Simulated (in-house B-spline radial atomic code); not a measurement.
Configurations of Mn5+, with energies counted from [Ar] 3d2. Level of theory: scalar-relativistic (X2C) B3LYP, spin-polarised, spherical fractional occupations, exact exchange averaged over the configuration, Fermi nucleus of rms radius 3.7057 fm; calculated with a B-spline radial code for spherical atoms. Shells without spins written out take the highest spin.

Occupations are held fixed; configurations that lie above the ionisation limit could autoionise.

```tsv
configuration	E - E(ref) (eV)	highest orbital	its <r> (bohr)
[Ar] 3d1 4p1	39.223	4p up	2.106
[Ne] 3s2 3p5 3d3	46.253	3d up	0.8982
[Ar] 3d1 4f1	63.037	4f up	2.746
```

Problem. Order these further configurations by energy, lowest first.
A. [Ar] 3d1 4s1
B. [Ne] 3s2 3p5 3d2 4p1
C. [Ne] 3s2 3p5 3d2 4f1
D. [Ne] 3s2 3p5 3d2 4s1

Solution. A (30.082 eV), D (77.457 eV), B (86.648 eV), C (110.6 eV).
